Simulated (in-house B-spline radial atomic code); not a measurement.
Configurations of the potassium ion K⁶⁺, with energies counted from [Ne] 3s2 3p1. All numbers are computed (non-relativistic LDA exchange-only, spin-polarised, spherical fractional occupations; point nucleus) with a radial B-spline atomic code at the basis-set limit, not measured. Shells without spins written out take the highest spin.

Occupations are held fixed; configurations that lie above the ionisation limit could autoionise.

```csv
configuration,E - E(ref) (eV),highest orbital,its <r> (bohr)
[Ne] 3s2 4p1,59.607,4p up,2.415
"[Ne] 3s2 4d(1 up, 0 down)",68.703,4d up,2.588
[Ne] 3s2 4f1,73.369,4f up,2.426
[Ne] 3s1 3p1 4p1,73.547,4p up,2.392
"[He] 2s2 2p(3 up, 2 down) 3s2 3p(1 up, 1 down)",294.36,3p down,1.11
"[He] 2s2 2p(3 up, 2 down) 3s2 3p(1 up, 0 down) 4s(1 up, 0 down)",350.47,4s up,2.228
```

(1) Order these further configurations by energy, lowest first.
A. [He] 2s2 2p(2 up, 3 down) 3s2 3p(1 up, 0 down) 4d(0 up, 1 down)
B. [He] 2s2 2p5 3s2 3p1 4f1
C. [Ne] 3s1 3p1 4s1
D. [He] 2s2 2p5 3s2 3p2
E. [Ne] 3s1 3p1 3d1

(2) How far above the reference does [He] 2s2 2p5 3s2 3p1 4p1 lie?

(3) How far above the reference does [He] 2s2 2p5 3s2 3p1 3d1 lie?

## Answers

(1) E (39.311 eV), C (67.151 eV), D (291.38 eV), A (367.15 eV), B (371.76 eV).

(2) 356.78 eV; its least bound orbital is 4p up with <r> = 2.333 bohr.

(3) 319.09 eV; its least bound orbital is 3d up with <r> = 1.107 bohr.
